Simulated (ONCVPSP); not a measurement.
**Before and after: ONCV potential for bromine (Br)**

bromine, optimised norm-conserving Vanderbilt (ONCV), made with ONCVPSP 4.0.1 (PBE, fully relativistic). Core [Ne] 3s2, reference 3p6 3d10 4s2 4p5. Waves: 4s: rc 1.50 bohr, ncon 4, nbas 8, qcut 4.2 1/bohr, 2 projectors, debl 3.7 Ha; 3p+4p: rc 0.95 bohr, ncon 5, nbas 8, qcut 11.5 1/bohr, 2 projectors; 3d: rc 0.60 bohr, ncon 4, nbas 8, qcut 20.8 1/bohr, 2 projectors, debl 0.6 Ha; f scattering state at 0.15 Ha: rc 1.60 bohr, ncon 4, nbas 8, qcut 7.6 1/bohr, 2 projectors, debl 0.7 Ha. Local part: polynomial inside 0.55 bohr (lpopt 5, dvloc0 6 Ha). Core correction: polynomial model core, fcfact 0.65.

Open shells are filled in proportion to 2j + 1.

In the d channel the program set the typed energies aside and used -2.435, 0.250 Ha (j = l + 1/2; the other j can differ).

All-electron outer shells of the reference configuration (PBE, scalar-relativistic, ld1.x):

| shell | level (eV) | outermost node (bohr) | outermost maximum (bohr) |
| --- | --- | --- | --- |
| 2p | -1528.56 | – | 0.13 |
| 3s | -238.08 | 0.23 | 0.48 |
| 3p | -173.49 | 0.21 | 0.48 |
| 3d | -66.72 | – | 0.43 |
| 4s | -20.13 | 0.67 | 1.41 |
| 4p | -7.86 | 0.70 | 1.66 |

Change: s: rc 1.86.

Cutoffs: the cutoffs (Ha) at which the residual kinetic energy of the hardest occupied pseudo-wave falls to 1 and 0.1 mHa per electron; they do not see the model core or the augmentation charge, which bear on the density cutoff. Errors are all-electron minus pseudo energies relative to the spin-unpolarised reference configuration.

Question: How do hardness, ghosts and transferability respond?

Answer: The potential gets neither clearly harder nor softer (220 Ha and 619 Ha → 220 Ha and 619 Ha); both files keep a bound ghost (s); of the 4 tests that both files solve, the error grows in 4 and shrinks in 0 by more than 15 % and 0.3 meV (median size 3.5 → 11.8 meV). More of the atom is replaced by a form fitted at one configuration, so other configurations suffer.

| quantity | base | changed |
| --- | --- | --- |
| cutoff, loose | 220 Ha | 220 Ha |
| cutoff, tight | 619 Ha | 619 Ha |
| loose cutoff by channel | s 37 Ha, p 72 Ha, d 220 Ha | s 10 Ha, p 72 Ha, d 220 Ha |
| bound ghosts | s | s |
| GHOST(+) flags under 300 eV | f7/2 at 102.7 eV, f5/2 at 110.7 eV | f7/2 at 102.7 eV, f5/2 at 110.7 eV |
| error for 3p6 3d10 4s2 4p4, meV [ΔE 12.56 eV] | +1.5 | +2.0 |
| error for 3p6 3d10 4s2 4p3, meV [ΔE 35.33 eV] | +3.0 | +6.6 |
| error for 3p6 3d10 4s2 4p2, meV [ΔE 69.32 eV] | +4.1 | +17 |
| error for 3p6 3d10 4s1 4p6, meV [ΔE 12.36 eV] | -11 | -22 |
| p3/2: phases at 0.97 bohr within 0.05 rad from the reference energy up to (Ha; the scan ends near 5) | to the end of the scan | to the end of the scan |
| p1/2: phases at 0.97 bohr within 0.05 rad from the reference energy up to (Ha; the scan ends near 5) | to the end of the scan | to the end of the scan |
| d5/2: phases at 0.61 bohr within 0.05 rad from the reference energy up to (Ha; the scan ends near 5) | to the end of the scan | to the end of the scan |
| d3/2: phases at 0.61 bohr within 0.05 rad from the reference energy up to (Ha; the scan ends near 5) | to the end of the scan | to the end of the scan |
| f7/2: phases at 1.62 bohr within 0.05 rad from the reference energy up to (Ha; the scan ends near 5) | 3.4 | 3.4 |
| f5/2: phases at 1.62 bohr within 0.05 rad from the reference energy up to (Ha; the scan ends near 5) | 3.7 | 3.7 |
| rms error of d²Exc/dni dnj with the model core, mHa | 6.15 | 6.25 |

 A true bound ghost makes a file unfit for plane-wave use even where its test errors are small: the radial tests pick states by their node count and pass the ghost by.
